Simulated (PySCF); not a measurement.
thiooxirane (C₂H₄S), singlet, geometry from GFN2-xTB. Base run: M062X/6-31G** in PySCF.

Input for PySCF:
```python
from pyscf import gto, scf, dft

mol = gto.Mole()
mol.atom = '''
    C     0.01173100   -0.72708757   -0.79850692
    S     0.00262325   -0.01384904    0.85337863
    C    -0.01656607    0.75261357   -0.77440663
    H    -0.88881533   -1.25980956   -1.07214441
    H     0.93050588   -1.22493589   -1.07717098
    H     0.88233454    1.29402388   -1.03614401
    H    -0.93698668    1.25915021   -1.03111744
'''
mol.basis = '6-31g**'
mol.verbose = 5
mol.build()

mf = dft.RKS(mol)
mf.xc = 'm062x'
mf.kernel()
mf.analyze()
```

The base run was repeated with changes; each row names its change, and settings that it needs were set with it.

| change | ΔE vs base (mEh) | fitting functions | dipole (D) |
|---|---|---|---|
| base | 0.000 | - | 2.02 |
| auxbasis = def2-tzvp-ri | ? | ? | 2.02 |
| auxbasis = default (with mf = mf.density_fit()) | -0.006 | 344 | 2.02 |
| auxbasis = even-tempered beta=2.0 | 0.032 | 510 | 2.02 |
| auxbasis = def2-svp-ri | ? | ? | ? |
| auxbasis = cc-pvqz-jkfit | -0.003 | 564 | 2.02 |
| auxbasis = cc-pvdz-jkfit | -0.006 | 344 | 2.02 |
| auxbasis = cc-pvtz-ri | ? | ? | 2.02 |
| auxbasis = def2-universal-jkfit | 0.003 | 350 | 2.02 |
| auxbasis = even-tempered beta=1.6 | 0.017 | 787 | 2.02 |

Problem. Complete the blanks.

Solution. 
- auxbasis = def2-tzvp-ri, ΔE vs base (mEh): -7.855
- auxbasis = def2-tzvp-ri, fitting functions: 325
- auxbasis = def2-svp-ri, ΔE vs base (mEh): -140.5
- auxbasis = def2-svp-ri, fitting functions: 214
- auxbasis = def2-svp-ri, dipole (D): 1.98
- auxbasis = cc-pvtz-ri, ΔE vs base (mEh): -5.314
- auxbasis = cc-pvtz-ri, fitting functions: 404

A fitting set is made for a task (jfit for Coulomb, jkfit for Coulomb and exchange, ri for correlation) and for a family of orbital bases.
